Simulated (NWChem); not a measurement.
Species: H₃S₂ cation; SMILES S[SH2+]

```xyz
5

S     -0.0463    -1.1006     0.0000
S      0.0650     1.0119     0.0000
H      1.3016    -1.2247     0.0000
H     -0.8007     1.3221     0.9989
H     -0.8007     1.3221    -0.9989
```
Atoms are numbered in this order, from 1.

Program: NWChem. Structure relaxed at the B3LYP/6-31G* (spherical d) level. Total energies compare along this basis series because the functional is fixed.

| level | basis functions | energy (Ha) | highest occupied level (eV) | orbital gap (eV) | relative time |
|---|---|---|---|---|---|
| Hartree-Fock/cc-pVDZ | 51 | -796.5060 | -16.98 | 12.89 | 1 |
| Hartree-Fock/aug-cc-pVDZ | 81 | -796.5132 | -16.93 | 12.62 | 2 |
| Hartree-Fock/cc-pVTZ | 110 | -796.5469 | -16.96 | 12.86 | 3 |
| Hartree-Fock/aug-cc-pVTZ | 169 | -796.5481 | -16.95 | 12.72 | 10 |
| Hartree-Fock/cc-pVQZ | 208 | -796.5569 | -16.96 | 12.80 | 7 |

Relative times are rough (shared machine, one core).
